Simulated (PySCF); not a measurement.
Shifts of the heteroatoms

Geometry (Å), atoms numbered from 1 in this order:
```xyz
16

O    -2.414   -1.634    0.369
C    -1.473   -0.680    0.190
C    -1.889    0.644    0.064
C    -0.962    1.649   -0.123
C     0.392    1.358   -0.184
C     0.802    0.041   -0.049
C     2.263   -0.297   -0.134
F     3.054    0.689    0.314
F     2.586   -1.395    0.570
F     2.654   -0.543   -1.402
C    -0.118   -0.983    0.131
H    -2.004   -2.504    0.446
H    -2.945    0.858    0.116
H    -1.293    2.671   -0.223
H     1.120    2.140   -0.326
H     0.221   -2.005    0.231
```

No relativistic terms, a single conformation, in vacuum, averaged over atoms made equivalent by symmetry, fast rotation or ring inversion. NMR shieldings at PBE0/pcSseg-1/GIAO; structure optimised with GFN2-xTB; PySCF 2.14.0 with density-fitted response routines.

Q: What are the ¹⁹F shifts?

A: 
```
    atoms              environment  σ (ppm)  δ (ppm)
F8/F9/F10  fluorine of a CF3 group    248.7    -63.8
```

Shieldings were converted by a linear fit to measured shifts: ¹⁹F: δ = 146.13 − 0.903σ +14.6 on sp3 carbon (rms 6.0 ppm, 223 shifts, 7.0 ppm with the 5 outliers that the fit left out vs CFCl3, solution or neat liquid). A few per cent of atoms miss by over 2 rms, more outside the fitted compound classes.

On a 400 MHz spectrometer ¹⁹F resonates near 376.4 MHz, so 1 ppm is 376.4 Hz.

Q: What are the ¹⁷O shifts?

A: 
| atoms | environment | σ (ppm) | δ (ppm) |
| --- | --- | --- | --- |
| O1 | phenol-type oxygen | 207.8 | 77.4 |

Shieldings were converted by a linear fit to measured shifts: ¹⁷O (scatter 10.7 ppm rms, 12.2 ppm with the 3 outliers that the fit left out vs liquid water, solution or neat liquid). Occasional misses reach two or three times the rms, and more in compound classes unlike the fitted ones.

On a 500 MHz spectrometer ¹⁷O resonates near 67.8 MHz, so 1 ppm is 67.8 Hz.
